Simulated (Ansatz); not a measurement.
The first iterations of a band of BClH4N2 + FH (10 atoms, charge 0, multiplicity 1).

The calculation used RKS B3LYP-D4/def2-SVP (Ansatz).

```yaml
movable_images: 7
climbing_image: yes
spring: 5.0 eV/Å²
optimiser: quadratic models (default)
start_path: through a guess of the saddle point
force_threshold: 0.03 eV/Å
iteration_limit: 60
end_points: relaxed
```

Initial state:

```xyz
10
Properties=species:S:1:pos:R:3
B -0.024 -0.248 -0.204
Cl -0.038 -0.682 1.574
N 1.234 -0.086 -0.803
H 2.093 -0.138 -0.273
H 1.354 0.223 -1.759
N -1.271 -0.148 -0.838
H -2.141 -0.242 -0.333
H -1.380 0.153 -1.798
F -0.100 2.373 1.326
H -0.086 1.503 1.669
```

Final state:

```xyz
10
Properties=species:S:1:pos:R:3
B -0.037 0.569 -0.553
Cl -0.077 0.035 2.961
N 1.236 0.092 -0.922
H 1.389 -0.720 -1.504
H 2.085 0.517 -0.574
N -1.275 0.031 -0.953
H -1.374 -0.787 -1.538
H -2.152 0.414 -0.626
F -0.073 1.661 0.279
H -0.082 0.898 1.990
```

| iteration | highest image above the first end (eV) | largest band force component (eV/Å) |
| --- | --- | --- |
| 1 | 3.924 | 13.415 |
| 2 | 2.083 | 2.198 |
| 3 | 1.553 | 0.972 |
| 4 | 1.302 | 1.068 |
| 5 | 1.074 | 0.776 |
| 6 | 0.946 | 0.940 |
| 7 | 0.904 | 0.723 |
| 8 | 0.880 | 0.765 |
| 9 | 0.922 | 0.880 |
| 10 | 1.114 | 0.571 |
| 11 | 1.089 | 1.063 |
| 12 | 1.075 | 0.621 |
| 13 | 1.071 | 0.410 |
| 14 | 1.064 | 0.270 |
| 15 | 1.064 | 0.347 |
| 16 | 1.063 | 0.224 |
| 17 | 1.063 | 0.446 |
| 18 | 1.063 | 0.199 |
| 19 | 1.063 | 0.283 |
| 20 | 1.063 | 0.204 |

Problem. Does the band converge within its limit, and where does its top end?

Solution. The run ended unconverged. It ended after 60 iterations with the highest image 1.063 eV above the first end. The band didn't meet its force threshold, so its energies are provisional: the largest band force was still 0.45 eV/Å, and over the last iterations the top stayed at 1.06 eV. Neighbouring images lie up to 3.0 Å apart, so the band is torn or far too coarse. Inner images lie below an end point, which means an intermediate or an end that isn't the lowest structure nearby. The orbitals stay closed-shell, which can raise the energy where a bond breaks towards radicals; this wasn't checked here.

The run took 15 min on 2 threads of Arm Neoverse V1, with other jobs on the host, peak memory 0.2 GiB.
